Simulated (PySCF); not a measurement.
Atom-mapped SMILES (the numbers label the heavy atoms): `[BH2:1][C@H:2]1[CH2:3][CH2:4][C@H:5]([B:6]([F:7])[F:8])[CH2:9][CH2:10]1`; H(Xn) means a hydrogen on atom n. Ha(C3), Ha(C4), Ha(C9), Ha(C10) are cis to B1 on the ring; Hb(C3), Hb(C4), Hb(C9), Hb(C10) are trans to B1 on the ring.

- σ from GIAO-PBE/pcSseg-1
- PBE0-D3(BJ)/def2-SVP structure
- program: PySCF
- no solvent model, non-relativistic Hamiltonian, one conformer, one averaged value for each set of equivalent atoms

Shifts are taken against calculated references (same method and geometry level): TMS for ¹³C, ¹H; ¹¹B against BF3·OEt2; ¹⁹F against CFCl3.

```csv
atoms,nucleus,count,δ (ppm)
B6,¹¹B,1,28.1
C2,¹³C,1,?
H(C5),¹H,1,0.80
F7/F8,¹⁹F,2,?
C3/C10,¹³C,2,35.9
C4/C9,¹³C,2,32.6
Ha(C4)/Ha(C9),¹H,2,?
B1,¹¹B,1,88.2
Hb(C3)/Hb(C10),¹H,2,2.33
C5,¹³C,1,26.3
Ha(C3)/Ha(C10),¹H,2,1.47
Hb(C4)/Hb(C9),¹H,2,?
H(C2),¹H,1,0.34
H(B1),¹H,2,7.55
```

Q: Complete the table.

A: 
- C2: 57.0 ppm, sp3 CH bonded to B
- Ha(C4)/Ha(C9): 2.04 ppm, hydrogen on an sp3 CH2 in a ring
- Hb(C4)/Hb(C9): 1.15 ppm, hydrogen on an sp3 CH2 in a ring
- F7/F8: -83.1 ppm, fluorine bonded to B

Hydrogens on boron are broadened and split by ¹¹B (spin 3/2, 80 %) and 10B (spin 3). A carbon bonded to boron is broadened by the quadrupolar boron nucleus and is often missing from a measured spectrum. Shifts are as computed. Against solution values, carbons near 30 ppm lie about +2 ppm off and those near 130 ppm about +2 ppm. Of 1313 compounds with measured shifts, 239 miss one by over three times the rms of a fit or turn the order of signals round; such compounds aren't used in these exercises. Unscaled 19F shifts against computed CFCl3 carry errors that often reach 10 to 50 ppm.
